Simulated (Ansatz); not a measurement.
Stepwise reaction of `CB(C)N` with hydrogen chloride, as a gas-phase model of exchange steps in deposition or etching. ΔE in kJ/mol; ΔG adds harmonic PBE0-D4 terms to CCSD(T)/CBS, at 1 bar.

Gas-phase electronic energies from Ansatz, PBE0-D4/def2-TZVP geometries. CCSD(T)/CBS is the MP2 limit (def2-TZVPP, def2-QZVPP) plus CCSD(T) − MP2 in def2-TZVPP, frozen cores. This one scheme is used for every species. DFT in def2-TZVPP. B3LYP here is the variant with VWN-RPA as its local correlation; programs differ in this. Each species was taken in one conformer, which may not be the lowest.

| step | reaction | PBE-D4 | B3LYP-D4 | ωB97M-V | CCSD(T)/CBS | ΔG(600 K) |
| --- | --- | --- | --- | --- | --- | --- |
| 1 | `CB(C)N` + HCl → `CB(N)Cl` + CH₄ | -98.5 | -100.4 | -99.2 | -97.4 | -87.1 |
| 2 | `CB(N)Cl` + HCl → `NB(Cl)Cl` + CH₄ | -77.7 | -77.9 | -76.0 | -74.2 | -60.1 |

(1) By hand: ΔE of the 2 steps together at CCSD(T)/CBS.

## Answers

(1) (-97.4) + (-74.2) = -171.6 kJ/mol, or -85.8 kJ/mol a step.

In ΔE each step is higher than the one before. All are downhill at CCSD(T)/CBS. ΔG lies between -87.1 and -60.1 kJ/mol a step. PBE-D4 differs from CCSD(T)/CBS by -3.5 to -1.1 kJ/mol a step. Isolated molecules leave out the surface, adducts and barriers. Largest T1 diagnostic: 0.010.
